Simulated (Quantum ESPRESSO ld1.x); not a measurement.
All-electron atom: the indium ion In29+ in [Ar] 3d2. Method: scalar-relativistic Kohn-Sham, LDA (Slater exchange, Perdew-Zunger correlation), spin-polarised, spherical densities, point nucleus; open shells are filled with parallel spins first; computed with ld1.x of Quantum ESPRESSO 7.5. Some entries of the table are withheld. Estimate them.

| orbital | occ. | eigenvalue (Ry) | r(max) (bohr) |
|---|---|---|---|
| 1s up | 1 | -2137.5609 | 0.019 |
| 1s down | 1 | -2137.5484 | 0.019 |
| 2s up | 1 | -403.6345 | 0.109 |
| 2s down | 1 | -403.1473 | 0.109 |
| 2p up | 3 | -373.0936 | (1) |
| 2p down | 3 | -372.7171 | (2) |
| 3s up | 1 | -141.7327 | 0.300 |
| 3s down | 1 | -141.2007 | 0.300 |
| 3p up | 3 | -131.9241 | 0.291 |
| 3p down | 3 | -131.3748 | 0.291 |
| 3d up | 2 | -118.6802 | (3) |
| 3d down | 0 | -118.0095 | (4) |

Answer. 
(1) 2p up r(max) (bohr): 0.087
(2) 2p down r(max) (bohr): 0.087
(3) 3d up r(max) (bohr): 0.234
(4) 3d down r(max) (bohr): 0.234
